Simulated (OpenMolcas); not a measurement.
Computed levels of 5s2 5p2 in ions with 50 electrons, in cm-1 above 3P0.

```yaml
Program: OpenMolcas 26.06
Method: CASSCF
Basis: ANO-RCC-VTZP
Scalar_Hamiltonian: DKH2, point nucleus
Spin-orbit_coupling: RASSI with atomic mean-field integrals over the reference wave functions, term energies averaged over their components
```

Active space for each ion: 4 electrons in 4 orbitals (5s 5p).

| Level | Sb+ | Te2+ | Xe4+ |
| --- | --- | --- | --- |
| 3P1 | 2629 | 4144 | 7995 |
| 3P2 | 5279 | 7757 | 13445 |
| 1D2 | 14386 | 18588 | 28371 |
| 1S0 | 23384 | 29362 | 42307 |

Task: Estimate 3P2, 1D2, 1S0 for I3+ from its neighbours Te2+ and Xe4+.

Result: 3P2 is fine structure, which grows about as the fourth power of a screened charge, so the fourth roots are averaged: ((7757^0.25 + 13445^0.25) / 2)^4 = 10309. The calculation gives 10601, so the estimate is off by -2.8 %.
1D2 is another term, which grows about linearly with the charge: (18588 + 28371) / 2 = 23480. The calculation gives 23341, so the estimate is off by +0.6 %.
1S0 is another term, which grows about linearly with the charge: (29362 + 42307) / 2 = 35834. The calculation gives 35659, so the estimate is off by +0.5 %.

Levels of configurations outside the active space are missing.
